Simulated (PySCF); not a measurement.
**V⁺: excitation energy**

V⁺ [Ar] 3d4 (5D) → V⁺ [Ar] 3d3 4s1 (5F), as a difference of total energies. Computed with PySCF 2.14 in x2c-TZVPPall with one added diffuse shell each of s, p, d, f type (7s6p5d3f1g, 80 functions), with scalar relativity by spin-free X2C-1e. Correlated levels: valence: [Ar] frozen. The calculations carry no spin-orbit coupling.

| method | excitation energy (eV) | error (eV) |
| --- | --- | --- |
| UHF | -0.440 | -0.777 |
| MP2 (valence) | 0.043 | -0.294 |
| SCS-MP2 (valence) | -0.279 | -0.616 |
| CCSD (valence) | 0.070 | -0.267 |
| CCSD(T) (valence) | 0.084 | -0.253 |

Reference: 0.337 eV (measured; NIST levels, between the centres of gravity of the two terms).

Errors of the correlated levels include the incompleteness of this basis and the frozen core.
